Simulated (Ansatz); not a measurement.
Bond stretch in SBe, lowest triplet found (which spin is the ground state isn't settled by this scan).

Levels: ROHF/cc-pVDZ (Ansatz, an electronic-structure program); ROMP2 = MP2 on ROHF/cc-pVDZ, frozen core (Ansatz); ROCCSD = CCSD on ROHF/cc-pVDZ, frozen core run with Ansatz; ROCCSD(T) = CCSD(T) on ROHF/cc-pVDZ, frozen core run with Ansatz; UHF/cc-pVDZ (Ansatz); UMP2 = Ansatz with MP2 on UHF/cc-pVDZ, frozen core; UCCSD = CCSD on UHF/cc-pVDZ, frozen core in Ansatz; UCCSD(T) = CCSD(T) on UHF/cc-pVDZ, frozen core (Ansatz); ROCCSDT = CCSDT on ROHF/cc-pVDZ, frozen core (Ansatz); UCCSDT = Ansatz with CCSDT on UHF/cc-pVDZ, frozen core; UCCSDT(Q) = CCSDT(Q) on UHF/cc-pVDZ, frozen core (Ansatz); UKS-BLYP = unrestricted BLYP/cc-pVDZ (Ansatz); UKS-CAM-B3LYP = Ansatz with unrestricted CAM-B3LYP/cc-pVDZ; UKS-PBE = unrestricted PBE/cc-pVDZ run with Ansatz; FCI = Ansatz with full CI/cc-pVDZ, frozen core.

All curves are set to zero at 1.93 Å and compared with full CI in the same basis at 1.93, 1.98, 2.04, 2.09, 2.15, 2.27, 2.37, 2.54, 2.74, 2.92, 3.22, 3.54, 3.97 Å.

Problem. Which method stays most parallel to full CI over these points, and which least?

Solution. UCCSDT(Q) has the smallest spread and UKS-PBE the largest. In order (kcal/mol): UCCSDT(Q) 0.03, UCCSDT 0.21, ROCCSDT 0.32, UCCSD(T) 0.79, ROCCSD(T) 0.83, UHF 2.03, UCCSD 2.76, ROCCSD 3.84, ROHF 9.72, ROMP2 10.46, UMP2 10.73, UKS-CAM-B3LYP 12.49, UKS-BLYP 12.53, UKS-PBE 15.79.

Errors against full CI at some of the points (kcal/mol):

```json
[
 {"method": "UCCSDT(Q)", "2.37 Å": "0.0", "2.92 Å": "0.0", "3.97 Å": "0.0"},
 {"method": "UCCSDT", "2.37 Å": "0.1", "2.92 Å": "0.0", "3.97 Å": "-0.1"},
 {"method": "ROCCSDT", "2.37 Å": "0.1", "2.92 Å": "0.0", "3.97 Å": "-0.1"},
 {"method": "UCCSD(T)", "2.37 Å": "0.3", "2.92 Å": "0.1", "3.97 Å": "-0.4"},
 {"method": "ROCCSD(T)", "2.37 Å": "0.3", "2.92 Å": "0.1", "3.97 Å": "-0.4"},
 {"method": "UHF", "2.37 Å": "1.4", "2.92 Å": "1.2", "3.97 Å": "1.3"},
 {"method": "UCCSD", "2.37 Å": "0.6", "2.92 Å": "-0.3", "3.97 Å": "-2.1"},
 {"method": "ROCCSD", "2.37 Å": "0.8", "2.92 Å": "-0.3", "3.97 Å": "-2.1"},
 {"method": "ROHF", "2.37 Å": "2.4", "2.92 Å": "9.7", "3.97 Å": "2.1"},
 {"method": "ROMP2", "2.37 Å": "2.1", "2.92 Å": "10.5", "3.97 Å": "8.2"},
 {"method": "UMP2", "2.37 Å": "1.8", "2.92 Å": "8.5", "3.97 Å": "10.7"},
 {"method": "UKS-CAM-B3LYP", "2.37 Å": "1.8", "2.92 Å": "5.2", "3.97 Å": "12.5"},
 {"method": "UKS-BLYP", "2.37 Å": "-1.6", "2.92 Å": "-0.5", "3.97 Å": "10.5"},
 {"method": "UKS-PBE", "2.37 Å": "-0.6", "2.92 Å": "2.2", "3.97 Å": "15.1"}
]
```

The scan ran from 1.46 to 6.86 Å; beyond the distances shown full CI changes its symmetry label. The T1 diagnostic of CCSD on the restricted reference of ROMP2, ROCCSD, ROCCSD(T), ROCCSDT exceeds 0.045 at 2.54 to 2.92 Å. The unrestricted determinant behind UHF, UMP2, UCCSD, UCCSD(T), UCCSDT, UCCSDT(Q) is spin-contaminated at 2.74 to 3.97 Å (<S²> up to 2.3, against 2.00 for a pure triplet).
